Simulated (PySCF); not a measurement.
SnH₄ + F₂ → SnH₂ + 2 HF

Level: PBE0 in the def2-TZVP basis family, computed in PySCF with density fitting; scalar-relativistic core potentials for atoms from Rb on, none lighter, no spin–orbit coupling; open shells unrestricted.

```tsv
species	state and structure	E (Eh)	ZPE (kJ/mol)	H(298 K) − H(0) (kJ/mol)	S° (J/(mol K))
SnH₄	singlet, Td, Sn–H 1.704 Å (×4)	-216.66474	68.3	11.3	228.6
F₂	singlet, D∞h, F–F 1.376 Å	-199.40856	6.6	8.7	201.9
SnH₂	singlet, C2v, Sn–H 1.773 Å (×2); H–Sn–H 90.6°	-215.45814	25.5	10.1	229.6
HF	singlet, C∞v, H–F 0.920 Å	-100.39188	24.9	8.7	173.6
```

**Question.** What is the electronic reaction energy?

**Answer.** At PBE0/def2-TZVP, ΔE = -442.7 kJ/mol from the differences of the total energies times 2625.5, downhill. 

**Question.** Add zero-point, thermal and entropy terms for 298.15 K and 1 bar.

**Answer.** ΔZPE = 0.4 and Δ[H(298) − H(0)] = 7.5 kJ/mol give ΔH° = -434.8 kJ/mol. ΔS° = 146.3 J/(mol K), so ΔG° = -434.8 − 298.15 × (0.1463) = -478 kJ/mol.

The structures come from searches over a few start shapes, so lower isomers are not excluded.
